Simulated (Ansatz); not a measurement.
## Ligand exchange: SnH4 + Si2N2H8 → SnH3(NH2) + SiH2(NH2)(SiH3)

Species: SnH4 `[SnH4]`, singlet; Si2N2H8 `N[SiH2][SiH2]N`, singlet; SnH3(NH2), singlet; SiH2(NH2)(SiH3), singlet. The partners trade H for NH2: Sn–H and Si–NH2 bonds give way to Sn–NH2 and Si–H.

Shapes, held fixed at every level: PBE0-D4/def2-TZVP. Flexible molecules stand in one conformer, not always the lowest. Programs: Ansatz 0.2.0. Electronic energies: no zero-point or thermal term.

Question: Estimate ΔE of this reaction.

Answer: The highest level, CCSD(T)/def2-TZVPP, gives ΔE = +48.0 kJ/mol; the levels span +48.0 to +57.3. The column of differences is taken from that level and isn't an error. No measured value is set beside it here. For atoms past krypton def2 sets carry core potentials with scalar relativity. Outer-core shells of Sn are correlated in most correlated rows, in sets that cover them unevenly.

```csv
level,kind,ΔE (kJ/mol),less CCSD(T)/def2-TZVPP
HF/def2-SVP,Hartree–Fock,+57.3,+9.3
r2SCAN-D4/def2-TZVPP,meta-GGA,+50.6,+2.6
B3LYP-D4/def2-TZVPP,global hybrid,+51.1,+3.1
PBE0-D4/def2-TZVPP,global hybrid,+51.5,+3.5
MP2/def2-SVP,perturbation theory,+49.2,+1.2
CCSD/def2-SVP,coupled cluster or CI,+49.6,+1.6
CCSD/def2-TZVPP,coupled cluster or CI,+49.1,+1.1
CCSD(T)/def2-TZVPP,coupled cluster or CI,+48.0,0.0
```
